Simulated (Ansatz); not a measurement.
C2H2N2, SMILES `[H]/N=c1\cn1` (charge 0, multiplicity 1).

These are r2SCAN/cc-pVTZ // B3LYP-D3(BJ)/def2-TZVP in Ansatz (an electronic-structure program) values and carry that method's errors.

Ansatz 0.2 input:
```yaml
crystal:
  periodic: [false, false, false]
  atoms:
    - { symbol: N, position_ang: [1.512905, 0.411968, -0.041505] }
    - { symbol: C, position_ang: [0.272467, 0.26885, 0.011888] }
    - { symbol: C, position_ang: [-1.022956, -0.250401, 0.030876] }
    - { symbol: N, position_ang: [-0.926359, 1.0285, 0.152914] }
    - { symbol: H, position_ang: [1.989822, -0.480015, -0.156303] }
    - { symbol: H, position_ang: [-1.82588, -0.978903, 0.002129] }
basis:
  gaussian: { orbitals: cc-pVTZ }
hamiltonian:
  xc: r2scan
```

Output:

```
Functional definition: r2SCAN
798 factors; their error is unknown
mean field evaluation 1: about -5075.7680 eV, gradient 5.8e1 eV
mean field evaluation 2: about -5062.9212 eV, gradient 9.2e1 eV
mean field evaluation 4: about -5082.2580 eV, gradient 5.0e0 eV
mean field evaluation 8: about -5082.3110 eV, gradient 6.4e-2 eV
mean field evaluation 16: about -5082.2985 eV, gradient 4.2e-5 eV
mean field -5082.29850505 eV, -186.7710251551 hartree, gradient 4.2e-5 eV, S^2 0.000000; 0 other end points of the search recorded, 0 dependent functions left out
reference -5082.29851273 eV, -186.7710254371 hartree; 14, 14 occupied and 134, 134 virtual orbitals, 798 factors
Total energy: -5082.29851273 eV, -186.7710254371 hartree
```
